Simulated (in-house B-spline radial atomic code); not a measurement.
A fraction x of an electron is moved 4d → 4f in Gd⁺, starting from [Xe] 4f7 5d1 6s1 and keeping the highest spin. Level of theory: scalar-relativistic (X2C) BP86, spin-polarised, spherical fractional occupations, Fermi nucleus of rms radius 5.1569 fm; calculated with a radial B-spline atomic code at the basis-set limit.

| x | E(x) - E(0) (eV) | 4d down level (eV) | 4f down level (eV) |
| --- | --- | --- | --- |
| 0 | 0.0000 | -149.742 | - |
| 0.125 | 17.2781 | -149.937 | -11.685 |
| 0.25 | ? | ? | ? |
| 0.375 | 51.8547 | -150.323 | -11.963 |
| 0.5 | 69.1531 | -150.514 | -12.101 |
| 0.625 | 86.4581 | -150.704 | -12.238 |
| 0.75 | 103.7697 | -150.893 | -12.374 |
| 0.875 | ? | ? | ? |
| 1 | 138.4124 | -151.266 | -12.644 |

Task: What belongs in the row x = 0.25?

Result: An energy change of 34.5630 eV; 4d down at -150.131 eV, 4f down at -11.824 eV.

Task: What belongs in the row x = 0.875?

Result: An energy change of 121.0878 eV; 4d down at -151.080 eV, 4f down at -12.509 eV.

Task: Check Janak's theorem between x = 0.375 and 0.5.

Result: The slope of the energy is 138.39 eV; the orbital levels give 138.39 eV (ε of the receiving orbital less ε of the emptying one, averaged over the two points).
